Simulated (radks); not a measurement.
The numbers below are computed, except where a source is named.
Problem. Neutral calcium, [Ar] 4s2. Code: a radial shooting solver on a logarithmic mesh with Libxc functionals. Model: non-relativistic Kohn-Sham, PBE, spin-polarised, spherical densities, point nucleus. Every spin shell is full or empty, so the densities are truly spherical. Functionals are evaluated on that one density, not self-consistently. Rank these exchange functionals by their error against the exact value of the orbitals, and give that value: LDA, PW91, WC, SOGGA, B86b, G96, revTPSS, SCAN, TASK, MVS.

Solution. Exact: -35.1892 hartree. From best to worst, with 100 (|E| - |E exact|)/|E exact| (equal figures are ties): PW91 -0.06, B86b +0.11, G96 +0.12, MVS -0.21, SCAN +0.27, revTPSS -0.55, WC -1.42, TASK -3.08, SOGGA -3.29, LDA -7.36.
